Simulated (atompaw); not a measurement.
# Reading a pseudo-wave (Be)

Columns: radius, all-electron u(r) and pseudo u(r) of the 2s shell (level -9.46 eV) of beryllium in the configuration [He] 2s1.5 2p0; LDA (PW92), scalar-relativistic, PAW (atompaw) scheme, atompaw 4.2.0.5.

| r (bohr) | all-electron | pseudo |
| --- | --- | --- |
| 0.094 | -0.2050 | 0.0466 |
| 0.188 | -0.2724 | 0.0930 |
| 0.283 | -0.2598 | 0.1397 |
| 0.377 | -0.2025 | 0.1854 |
| 0.471 | -0.1218 | 0.2306 |
| 0.565 | -0.0308 | 0.2750 |
| 0.660 | 0.0633 | 0.3189 |
| 0.754 | 0.1535 | 0.3610 |
| 0.848 | 0.2379 | 0.4016 |
| 0.942 | 0.3148 | 0.4404 |
| 1.037 | 0.3842 | 0.4774 |
| 1.131 | 0.4443 | 0.5114 |
| 1.225 | 0.4961 | 0.5427 |
| 1.319 | 0.5398 | 0.5707 |
| 1.413 | 0.5758 | 0.5953 |
| 1.508 | 0.6049 | 0.6164 |
| 1.602 | 0.6271 | 0.6334 |
| 1.696 | 0.6433 | 0.6463 |
| 1.790 | 0.6539 | 0.6552 |
| 1.885 | 0.6597 | 0.6601 |
| 1.979 | 0.6611 | 0.6612 |
| 2.073 | 0.6586 | 0.6586 |
| 2.167 | 0.6528 | 0.6528 |
| 2.262 | 0.6440 | 0.6440 |
| 2.356 | 0.6329 | 0.6329 |
| 2.450 | 0.6197 | 0.6197 |

**Question.** How many radial nodes do the two functions have?

**Answer.** The all-electron 2s function has n − l − 1 = 1; the pseudo-wave has 0, since the states of the same l below it are removed with the core.

**Question.** At about which radius was the pseudo-wave matched?

**Answer.** 2.25 bohr. The columns agree to 0.0005 from 1.89 bohr on; several derivatives are matched, so the curves merge somewhat inside the radius.

**Question.** Where does each function peak?

**Answer.** Outermost all-electron maximum near 1.98 bohr, pseudo maximum near 1.98 bohr (to the table’s step).

**Question.** Is the pseudo-wave norm-conserving?

**Answer.** No, it belongs to a PAW set: the norm inside the radius is not constrained, and the difference is carried by the augmentation charge.
